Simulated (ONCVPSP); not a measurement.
**mercury (Hg): one change to an ONCV potential, before and after**

| Quantity | Value |
| --- | --- |
| Element | mercury |
| Generator | ONCVPSP 4.0.1 |
| Type | optimised norm-conserving Vanderbilt (ONCV) |
| Functional | PBEsol |
| Relativity | scalar-relativistic |
| Frozen core | [Kr] 4d10 |
| Valence charge | 34 |
| Reference configuration | 4f14 5s2 5p6 5d10 6s1.75 6p0.25 |
| Partial waves | 5s+6s: rc 1.55 bohr, ncon 3, nbas 7, qcut 7.4 1/bohr, 2 projectors; 5p+6p: rc 1.65 bohr, ncon 4, nbas 8, qcut 7.3 1/bohr, 2 projectors; 5d: rc 1.95 bohr, ncon 3, nbas 8, qcut 9.4 1/bohr, 2 projectors, debl 1.3 Ha; 4f: rc 1.00 bohr, ncon 3, nbas 8, qcut 19.9 1/bohr, 2 projectors, debl 2.4 Ha |
| Local potential | polynomial inside 0.85 bohr (lpopt 5, dvloc0 6 Ha) |
| Core correction | polynomial model core, fcfact 0.4 |

In the f channel the program set the typed energies aside and used -3.549, 0.250 Ha.

Change: local potential polynomial inside 0.85 bohr (lpopt 5, dvloc0 2.5 Ha).

Cutoffs: the cutoffs (Ha) at which the residual kinetic energy of the hardest occupied pseudo-wave falls to 1 and 0.1 mHa per electron; they do not see the model core or the augmentation charge, which bear on the density cutoff. Errors are all-electron minus pseudo energies relative to the spin-unpolarised reference configuration.

Predict the effect on cutoff, ghosts and configuration errors.

The potential gets neither clearly harder nor softer (158 Ha and 172 Ha → 158 Ha and 172 Ha); a bound ghost appears in s, which as a rule spoils a file; the lowest positive-energy flag moves from s at 2.9 eV to p at 177.3 eV; the errors of the 3 common tests hardly move; the range in which the s phases agree widens (upper end 0.1 → at the end of the scan). In the separable form a ghost depends on how the local part lies against the semilocal potential of the channel, so the choice of the local part can create or remove one.

```tsv
quantity	base	changed
cutoff, loose	158 Ha	158 Ha
cutoff, tight	172 Ha	172 Ha
bound ghosts	none	s
GHOST(+) flags under 300 eV	s at 2.9 eV, p at 229.0 eV	p at 177.3 eV
tests with a reliable result	3 of 4	3 of 4
error for 4f14 5s2 5p6 5d10 6s2 6p0, meV [ΔE -1.48 eV]	+0.3	+0.3
error for 4f14 5s2 5p6 5d10 6s1 6p0, meV [ΔE 9.26 eV]	-4.0	-4.2
error for 4f14 5s2 5p6 5d10 6s0 6p2, meV [ΔE 11.23 eV]	-7.9	-6.9
s: phases at 1.57 bohr within 0.05 rad from the reference energy up to (Ha; the scan ends near 5)	0.1	to the end of the scan
p: phases at 1.67 bohr within 0.05 rad from the reference energy up to (Ha; the scan ends near 5)	to the end of the scan	to the end of the scan
d: phases at 1.98 bohr within 0.05 rad from the reference energy up to (Ha; the scan ends near 5)	to the end of the scan	to the end of the scan
f: phases at 1.02 bohr within 0.05 rad from the reference energy up to (Ha; the scan ends near 5)	to the end of the scan	to the end of the scan
rms error of d²Exc/dni dnj with the model core, mHa	2.23	2.23
```

 A true bound ghost makes a file unfit for plane-wave use even where its test errors are small: the radial tests pick states by their node count and pass the ghost by.
